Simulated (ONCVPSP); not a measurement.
## Cutoff test, Li, ONCV

- Element: lithium
- Generator: ONCVPSP 4.0.1
- Type: optimised norm-conserving Vanderbilt (ONCV)
- Functional: LDA (Perdew-Zunger)
- Relativity: non-relativistic
- Frozen core: none
- Valence charge: 3
- Reference configuration: 1s2 2s0.5 (charge +0.5)
- Partial waves: 1s+2s: rc 0.95 bohr, ncon 4, nbas 7, qcut 10.7 1/bohr, 2 projectors; p scattering state at 0.11 Ha: rc 1.05 bohr, ncon 4, nbas 8, qcut 7.6 1/bohr, 2 projectors, debl 3.6 Ha; d scattering state at 0.22 Ha: rc 0.95 bohr, ncon 3, nbas 8, qcut 8.9 1/bohr, 2 projectors, debl 0.7 Ha
- Local potential: polynomial inside 0.85 bohr (lpopt 5, dvloc0 2 Ha)
- Core correction: none

**Question.** For each optimised wave give the share of its norm inside rc, the residual kinetic energy above qcut (Ha) and the cutoffs (Ha) for errors of 10, 1, 0.1 and 0.01 mHa per electron.

**Answer.**

```tsv
wave	norm inside rc	residual KE	10 mHa	1 mHa	0.1 mHa	0.01 mHa
1s	0.856	1.1e-04	37.1	47.8	58.8	134.1
2s	0.020	1.2e-05	20.1	35.5	47.8	58.6
p projector 1	0.072	3.1e-05	5.9	14.4	24.1	54.6
p projector 2	0.097	4.0e-04	14.4	25.1	34.9	77.7
d projector 1	0.000	2.6e-08	1.1	2.3	5.6	11.6
d projector 2	0.003	1.9e-07	2.7	5.2	11.0	20.5
```

The occupied waves need 48 Ha and 59 Ha for 1 and 0.1 mHa. Rows with under 1 % of the norm inside rc give no meaningful cutoff. Its largest configuration-test error is +509 meV.
